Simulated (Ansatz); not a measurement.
`[F][SnH]([F])[SiH3]`, relaxed with RKS PBE0-D4/def2-TZVP in Ansatz 0.2.0 from a PBE-D4/def2-SVP geometry. The force threshold is 0.005 eV/Å; the program also tests the step.

The species carries charge 0 and has multiplicity 1. Sn takes the def2 core potential.

Start:

```xyz
8

F     0.414    1.648   -1.905
Sn    0.733   -0.032   -0.946
F     2.528    0.228   -0.201
Si   -0.924   -0.137    1.038
H     0.926   -1.227   -2.182
H    -2.319   -0.227    0.488
H    -0.751    1.108    1.856
H    -0.607   -1.359    1.851
```

| step | energy (eV) | largest force (eV/Å) | largest move (Å) |
| --- | --- | --- | --- |
| 1 | -19204.0199 | 0.831 | 0.000 |
| 2 | -19204.0703 | 0.297 | 0.068 |
| 3 | -19204.0778 | 0.037 | 0.027 |
| 4 | -19204.0780 | 0.009 | 0.007 |
| 5 | -19204.0780 | 0.004 | 0.002 |

End:

```xyz
8

F     0.407    1.612   -1.863
Sn    0.724   -0.040   -0.939
F     2.476    0.226   -0.202
Si   -0.915   -0.135    1.029
H     0.931   -1.202   -2.166
H    -2.291   -0.222    0.483
H    -0.732    1.101    1.825
H    -0.601   -1.341    1.833
```

It took 8.5 s on 4 threads of a server CPU on a shared host, with 0.44 GiB of host memory at the peak.
